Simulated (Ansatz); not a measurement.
Ideal-gas functions of CH5GeO (`[CH2][GeH2][OH]`) radical at 600 K and 1 bar, from an Ansatz frequency run at PBE0-D4/def2-TZVP.

Molar mass 105.66 g/mol, point group Cs (symmetry number 1), electronic degeneracy 2, moments of inertia 36.194, 75.247, 105.098 u Å². Harmonic wavenumbers (cm⁻¹, unscaled): 45, 169, 206, 456, 569, 644, 666, 673, 712, 821, 891, 935, 1372, 2101, 2118, 3155, 3266, 3907.

Use S(trans) = R[1.5 ln M + 2.5 ln T − 1.1517]; rotational temperatures θ = 24.2544 K / I; S(rot) = R[ln(√π/σ · √(T³/θAθBθC)) + 1.5]; for each mode x = 1.438777 ν̃/T, S = R[x/(eˣ − 1) − ln(1 − e⁻ˣ)] and H = RT x/(eˣ − 1); 1 cm⁻¹ = 0.0119627 kJ/mol; R = 8.31446 J/(mol·K).

Task: By hand: the entropy, in J/(mol·K).

Result: Translation 181.5. Rotation: θ = 0.6701, 0.3223, 0.2308 K, giving 109.5. Vibration, mode by mode: 26.83, 15.88, 14.26, 7.97, 6.35, 5.48, 5.25, 5.18, 4.81, 3.91, 3.42, 3.15, 1.37, 0.33, 0.32, 0.04, 0.03, 0.01, in all 104.6. Electronic 5.8. Sum 401.4 J/(mol·K).

Task: By hand: H − E and G − E in kJ/mol, counted from the electronic energy.

Result: Zero-point energy ½ × 22706 × 0.0119627 = 135.8; thermal vibration 31.1; translation, rotation and pV give 4 RT = 20.0. H − E = 186.9 kJ/mol, and G − E = 186.9 − 600 × 401.4/1000 = -53.9 kJ/mol.

Vibration gives 26 % of the entropy, 26.8 J/(mol·K) of it from the mode under 150 cm⁻¹: soft modes count most, and the harmonic formula is weakest for them. The sum counts one conformer and one mirror image; others add a mixing term.
